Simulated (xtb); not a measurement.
xtb input (GFN1-xTB):

```bash
xtb mol.xyz --gfn 1 --opt tight --chrg 0 --uhf 0
```
mol.xyz:
```
19

C      2.32027003     1.44131863     0.18638466
Si     1.79047168    -0.19802163    -0.54540310
N      0.37623135    -0.85812908     0.20356150
Si    -1.29614796    -0.48941493    -0.07633401
C     -2.25841036    -0.72160561     1.51249473
C     -1.42403770     1.26701835    -0.71015427
H      1.54003260     2.19447104     0.06048770
H      2.52624855     1.34394232     1.25432751
H      3.22530170     1.80968120    -0.30334322
H      2.88407861    -1.18852320    -0.37961268
H      1.54084286     0.00333814    -1.99593447
H      0.55072685    -1.64389777     0.81453841
H     -1.88666637    -1.39387292    -1.10241875
H     -3.32280619    -0.53343412     1.35319488
H     -2.15938179    -1.74233988     1.88996270
H     -1.90361988    -0.03949678     2.28818333
H     -1.08447611     1.98392516     0.04027369
H     -2.46130439     1.50344902    -0.95786821
H     -0.83005998     1.41338522    -1.61475289
```

End of the output:

```
     5   6 C       14   1 H                                       1.0957765
     5   6 C       15   1 H                                       1.0961493
     5   6 C       16   1 H                                       1.0964990
     6   6 C       17   1 H                                       1.0966657
     6   6 C       18   1 H                                       1.0959369
     6   6 C       19   1 H                                       1.0963351

 * 5 distinct bonds (by element types)

   Z      Z             #   av. dist./Å        max./Å        min./Å
   1 H    6 C           9     1.0963815     1.0969374     1.0957765
   1 H    7 N           1     1.0185144     1.0185144     1.0185144
   1 H   14 Si          3     1.4529964     1.4551467     1.4515246
   6 C   14 Si          3     1.9062896     1.9107969     1.9035168
   7 N   14 Si          2     1.7555181     1.7602787     1.7507574

optimized geometry written to: xtbopt.xyz

           -------------------------------------------------
          | TOTAL ENERGY              -20.337892590237 Eh   |
          | GRADIENT NORM               0.000145211668 Eh/α |
          | HOMO-LUMO GAP               6.468036096799 eV   |
           -------------------------------------------------

------------------------------------------------------------------------
Note: The following floating-point exceptions are signalling: IEEE_UNDERFLOW_FLAG IEEE_DENORMAL
normal termination of xtb
------------------------------------------------------------------------
 total:
 SCF:
 ANC optimizer:
```
